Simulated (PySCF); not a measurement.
F3OSi, SMILES F[Si](F)([O])F, doublet (PBE0/def2-SVP optimised geometry):

```
5

O     -1.119    -1.234     1.303
Si    -0.515    -0.388     0.000
F     -0.986     1.130     0.000
F     -1.075    -1.130    -1.289
F      1.075    -0.388     0.000
```

Level of theory: PySCF with unrestricted PBE0/def2-TZVP.

Q: What are the frontier orbital energies (α orbitals alone; a β orbital can be the lowest empty one) and the dipole moment?

A: HOMO-2 -12.75 eV, HOMO-1 -12.71 eV, HOMO -11.26 eV, LUMO 0.29 eV, LUMO+1 1.95 eV; dipole moment 0.08 D.

Meta-Löwdin charges at PBE0/def2-TZVP: O1 -0.41, Si2 1.82, F3 -0.47, F4 -0.47, F5 -0.47.
